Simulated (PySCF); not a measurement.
How far are cheaper levels from CCSD(T)/CBS for CSe?

PySCF; the state is a singlet (closed shell). The composite is CCSD(T) extrapolated to the basis-set limit from two correlation-consistent sets, with core-valence (CV) and scalar-relativistic (SR) terms as its label shows; it has no spin–orbit coupling and nothing beyond (T). Here it is CCSD(T)/CBS(TQ)+CV. It gives Re = 1.674 Å, ωe = 1044 cm⁻¹ and De = 6.27 eV to C + Se.

```csv
level,basis,relativity,Re (Å),ωe (cm⁻¹),De (eV)
RHF-MP2,x2c-TZVPPall,spin-free X2C,1.673,1070,6.38
RHF-SCS-MP2,"6-31G(d,p)",no relativity,1.685,1066,5.64
RHF-CCSD(T),"6-31G(d,p)",no relativity,1.696,1022,5.65
RHF-CCSD(T),x2c-TZVPPall,spin-free X2C,1.684,1031,6.04
r²SCAN,pcseg-1,no relativity,1.686,1048,6.01
r²SCAN,x2c-TZVPPall,spin-free X2C,1.674,1057,6.14
TPSSh,x2c-TZVPPall,spin-free X2C,1.675,1055,6.08
PBE0,"6-31G(d,p)",no relativity,1.678,1075,5.99
PBE0,def2-SVP,no relativity,1.672,1097,6.09
M06-2X,x2c-TZVPPall,spin-free X2C,1.665,1098,5.76
```

Give the difference of each row from the composite.



| level | basis | ΔRe (pm) | Δωe (%) | ΔDe (eV) |
| --- | --- | --- | --- | --- |
| RHF-MP2 | x2c-TZVPPall | -0.1 | +2.5 | +0.11 |
| RHF-SCS-MP2 | 6-31G(d,p) | +1.1 | +2.1 | -0.63 |
| RHF-CCSD(T) | 6-31G(d,p) | +2.2 | -2.1 | -0.62 |
| RHF-CCSD(T) | x2c-TZVPPall | +1.0 | -1.2 | -0.23 |
| r²SCAN | pcseg-1 | +1.2 | +0.4 | -0.26 |
| r²SCAN | x2c-TZVPPall | +0.0 | +1.2 | -0.13 |
| TPSSh | x2c-TZVPPall | +0.1 | +1.1 | -0.19 |
| PBE0 | 6-31G(d,p) | +0.4 | +3.0 | -0.28 |
| PBE0 | def2-SVP | -0.2 | +5.1 | -0.18 |
| M06-2X | x2c-TZVPPall | -0.9 | +5.2 | -0.51 |

Which rows come closest in De?

RHF-MP2 in x2c-TZVPPall (+0.11 eV), counted from the composite.

Correlated steps freeze 10 core orbitals. Correlated levels converge slowly with the basis: in double zeta they bind strong bonds too weakly, by up to about 1 eV, and carry superposition errors of some tenths. Where the molecule has an RHF reference, its open-shell atoms are computed with UHF. The CCSD T1 diagnostic is raised in CSe, a sign that a single reference may not be enough there.
